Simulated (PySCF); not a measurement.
## Strontium: a sound run and one with changed settings

Sound run: Sr⁺ [Kr] 5s1, Sr²⁺ [Kr]. Calculation: PySCF 2.14, in def2-TZVP with the def2 core potential (28 electrons) (6s4p3d, 33 functions); a scalar-relativistic core potential. The sound run starts from symmetry-adapted Hartree-Fock orbitals and uses a fine grid where one is needed.

Changed run: initial guess minao, at most 5 SCF cycles. This setting is unsound on purpose.

| species | method | sound run (hartree) | changed run (hartree) | converged |
| --- | --- | --- | --- | --- |
| Sr⁺ | UHF | -30.17277 | -30.17277 | no |
| Sr⁺ | M06-2X | -30.40812 | -30.40812 | no |
| Sr⁺ | B3LYP | -30.49181 | -30.49181 | no |
| Sr²⁺ | UHF | -29.78903 | -29.78903 | no |
| Sr²⁺ | M06-2X | -30.00397 | -30.00397 | yes |
| Sr²⁺ | B3LYP | -30.07816 | -30.07816 | yes |

The SCF was stopped early; the energies are upper bounds that still move, and correlated levels were skipped or rest on poor orbitals.
